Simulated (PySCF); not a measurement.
C₃H₈OSi.

```xyz
13

O      1.9097     0.8205    -0.2855
Si     0.5272     0.1552     0.4106
C     -1.1499     0.8603    -0.1126
C     -1.6450    -0.6231    -0.1424
C     -0.2931    -1.3815    -0.3480
H      2.7061     0.8075     0.2712
H      0.7252     0.0529     1.9063
H     -1.7222     1.5699     0.5153
H     -1.0826     1.2750    -1.1407
H     -2.0873    -0.8948     0.8393
H     -2.4169    -0.8372    -0.9118
H     -0.0427    -1.4549    -1.4276
H     -0.2104    -2.3899     0.1013
```
Charge 0, spin multiplicity 1.

The structure is a stationary point at PBE-D3(BJ)/def2-SVP. One conformer was computed; it need not be the lowest.

Computed with B3LYP/pcSseg-1 run with PySCF. Non-relativistic, no solvent.

Computed absolute GIAO shielding of each atom: isotropic value and principal components (ppm):
| atom | σ(iso) | σ11 | σ22 | σ33 | span |
|---|---|---|---|---|---|
| O1 | 276.4 | 249.9 | 277.0 | 302.3 | 52.4 |
| Si2 | 333.9 | 300.9 | 331.0 | 369.9 | 69.0 |
| C3 | 154.2 | 119.4 | 165.3 | 177.7 | 58.3 |
| C4 | 161.8 | 154.6 | 157.9 | 173.0 | 18.4 |
| C5 | 152.6 | 119.1 | 164.4 | 174.3 | 55.2 |
| H6 | 29.2 | 21.7 | 23.8 | 42.2 | 20.5 |
| H7 | 26.1 | 22.6 | 25.0 | 30.7 | 8.1 |
| H8 | 29.8 | 25.7 | 27.0 | 36.8 | 11.1 |
| H9 | 29.7 | 27.2 | 27.5 | 34.3 | 7.1 |
| H10 | 29.8 | 26.2 | 27.7 | 35.6 | 9.4 |
| H11 | 29.1 | 24.7 | 26.7 | 36.0 | 11.2 |
| H12 | 29.8 | 27.2 | 27.7 | 34.4 | 7.2 |
| H13 | 29.9 | 25.8 | 27.2 | 36.7 | 10.9 |
